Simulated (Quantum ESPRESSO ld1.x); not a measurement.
Species: Be+. Configuration: [He] 2s1 (the NIST ground configuration). Method: non-relativistic Kohn-Sham, LDA (Slater exchange, VWN5 correlation), spin-polarised, spherical densities, point nucleus; open shells are filled with parallel spins first; computed with ld1.x of Quantum ESPRESSO 7.5.

Radial electron density D(r) = 4 pi r^2 rho(r):

r (bohr),D(r) (e/bohr),spin D(r)
0.03225,0.3490,0.00986
0.03636,0.4294,0.0121
0.041,0.5261,0.0148
0.04622,0.6416,0.0181
0.0517,0.7686,0.0216
0.05829,0.9273,0.0260
0.06572,1.112,0.0311
0.0741,1.323,0.0369
0.08289,1.544,0.0428
0.09345,1.807,0.0498
0.1054,2.092,0.0572
0.1188,2.394,0.0648
0.1339,2.705,0.0722
0.1498,2.993,0.0786
0.1689,3.284,0.0842
0.1905,3.539,0.0879
0.2147,3.738,0.0890
0.2402,3.856,0.0870
0.2708,3.893,0.0812
0.3054,3.823,0.0712
0.3443,3.641,0.0576
0.3882,3.352,0.0412
0.4342,2.999,0.0251
0.4895,2.557,0.00960
0.552,2.083,-0.000392
0.6223,1.618,-0.000751
0.6961,1.226,0.0113
0.7848,0.8798,0.0405
0.8849,0.6283,0.0883
0.9977,0.4744,0.154
1.125,0.4066,0.232
1.258,0.4008,0.310
1.419,0.4293,0.389
1.6,0.4656,0.450
1.803,0.4860,0.481
2.017,0.4772,0.475
2.274,0.4337,0.433
2.564,0.3610,0.361
2.891,0.2728,0.273
3.26,0.1854,0.185
3.646,0.1164,0.116
4.111,0.06252,0.0625
4.635,0.02917,0.0292
5.226,0.01167,0.0117
5.846,0.004255,0.00425
6.591,0.001206,0.00121
7.431,0.0002781,0.000278

D(r) has 2 maxima, at r = 0.267, 1.85 bohr, and minima at 1.21 bohr, inside which lie 2.07 electrons.
